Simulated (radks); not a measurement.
Correlation energies from several functionals, in hartree. Species: Eu34+ [Ar] 3d10 4s1; Ag40+ [He] 2s2 2p3; Sr+ [Kr] 5s1; Tc+ [Kr] 4d5 5s1; La3+ [Xe]. Method: non-relativistic Kohn-Sham, LDA (Slater exchange, Perdew-Wang correlation), spin-polarised, spherical densities, point nucleus; computed with a radial shooting solver on a logarithmic mesh with Libxc functionals. Every spin shell is full or empty, so the densities are truly spherical. Functionals are evaluated on that one density, not self-consistently.

functional    Eu34+     Ag40+      Sr+      Tc+     La3+
PW92        -3.5147  -0.82843  -3.4028  -3.8805  -5.3511
VWN5        -3.5274  -0.83101  -3.4181  -3.8985  -5.3739
PZ          -3.5231  -0.81415  -3.4007  -3.8722  -5.3519
Wigner      -1.5815  -0.29993  -1.9395  -2.0916  -2.9084
LYP         -1.6163  -0.28768  -1.8092  -2.0319  -2.8135
P86         -2.0686  -0.48170  -2.0791  -2.3992  -3.4042
PW91        -1.8673  -0.29801  -1.9807  -2.2940  -3.2433
AM05        -3.2670  -0.74329  -3.1474  -3.6057  -4.9959
OP (B88)    -1.5848  -0.29385  -1.7461  -1.9625  -2.7425
TPSS        -1.6563  -0.23345  -1.8258  -2.1137  -3.0021
revTPSS     -1.6683  -0.23762  -1.8523  -2.1406  -3.0349
SCAN        -1.6553  -0.23824  -1.8276  -2.1188  -2.9924
r2SCAN      -1.6645  -0.24076  -1.8432  -2.1356  -3.0121
B95         -2.3026  -0.39009  -2.2076  -2.5566  -3.7032
Tao-Mo      -1.5956  -0.20151  -1.7454  -2.0337  -2.9043
